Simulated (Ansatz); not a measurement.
Consider the ligand exchange at the Si–C bond: `C[SiH](C)C` + HBr → `C[SiH](C)Br` + CH₄.

Calculated with Ansatz (gas phase, PBE0-D4/def2-TZVP geometries, no zero-point term in ΔE). CCSD(T)/CBS adds triple-zeta CCSD(T) − MP2 to the extrapolated MP2 energy (def2 sets, frozen cores). This one scheme is used for every species. Functionals use def2-TZVPP. B3LYP here is the variant with VWN-RPA as its local correlation; programs differ in this. For Br outer-core shells are correlated without core-valence functions, which leaves a few kJ/mol of doubt a bond. Scalar relativity is left out up to krypton.

```csv
level,ΔE (kJ/mol)
B3LYP-D4,-113.6
CCSD(T)/def2-TZVPP,-109.7
```

Task: What does CCSD(T)/CBS give? (Best estimate.)

Result: The calculation gave: -115.3 kJ/mol. The listed levels differ from it by 1.7, 5.6 kJ/mol.

Largest T1 diagnostic among the species: 0.009.

From BLYP to BHLYP (50 % exact exchange), in def2-TZVPP and without D4, ΔE moves by −5.4 kJ/mol. Leaving LDA and LC-ωPBE aside and taking each functional with its dispersion term where it has one, the values, not all of them listed here, spread over 10.0 kJ/mol, from BHLYP-D4 to revPBE-D4. LDA lies +5.3 kJ/mol from PBE without D4.
